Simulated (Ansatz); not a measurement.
System: sum formula CuO2H2, charge 0, multiplicity 2. The spin state was set by rule; other spins were not relaxed. 
Geometry from a B3LYP-D3(BJ)/def2-TZVP (Ansatz, a program for electronic structure) optimisation:
```xyz
5

Cu    -0.0005    -0.0017    -0.0011
O      1.3694     0.1708    -1.0828
H      1.9453     0.9295    -0.9338
O     -1.4120    -0.3191     0.9906
H     -1.5905     0.3068     1.7020
```
Charge 0, spin multiplicity 2.

Total electronic energies in hartree. Cores are frozen in the correlated levels unless marked. UHF or UKS for open shells. Spin-orbit coupling is left out. The frozen core is the preceding noble-gas configuration, with the filled d and f shells of earlier blocks. No relativistic terms.  The program attaches cautions to a run behind BHLYP/def2-TZVPD: asymmetric forces.

The Hartree-Fock reference is unstable (checked in the largest basis), which strains HF and MP2. The T1 diagnostic of CCSD in the largest basis is 0.049, which is high, so the coupled-cluster rows are less sure than usual.

```csv
level,program,energy (Eh)
HF/def2-QZVPP,Ansatz,-1789.98067
RI-HF/def2-TZVPP,Ansatz,-1789.92908
r2SCAN-D3(BJ)/def2-TZVPD,Ansatz + dftd3,-1792.16902
r2SCAN-D4/def2-TZVPD,Ansatz + dftd4,-1792.16898
PBE0/STO-3G,Ansatz,-1770.87673
PBE0/def2-SVP,Ansatz,-1791.38946
PBE0-D4/def2-TZVP,Ansatz + dftd4,-1791.82984
PBE0-D4/def2-TZVPD,Ansatz + dftd4,-1791.83523
PBE0/def2-QZVPP,Ansatz,-1791.88846
BHLYP/def2-TZVPD,Ansatz,-1792.09910
HSE06-D4/def2-TZVPD,Ansatz + dftd4,-1791.82568
CAM-B3LYP/def2-TZVPD,Ansatz,-1792.29882
LC-wPBE-D4/def2-TZVPD,Ansatz + dftd4,-1791.94283
wB97X-V/def2-TZVPD,Ansatz,-1792.02016
B2GP-PLYP-D3(BJ)/def2-TZVPD,Ansatz + dftd3,-1791.67387
PBE-QIDH/def2-TZVPD,Ansatz,-1791.51312
RPA@PBE/def2-TZVPP,Ansatz,-1791.19412
RI-MP2/def2-QZVPPD,Ansatz,-1790.96229
CCSD/STO-3G,Ansatz,-1769.45191
CCSD/def2-SVPD,Ansatz,-1790.17495
CCSD(T)/STO-3G,Ansatz,-1769.47164
CCSD(T)/6-31G*,Ansatz,-1790.19694
```

Totals of different functionals don't rank their quality; only differences between species are comparable.
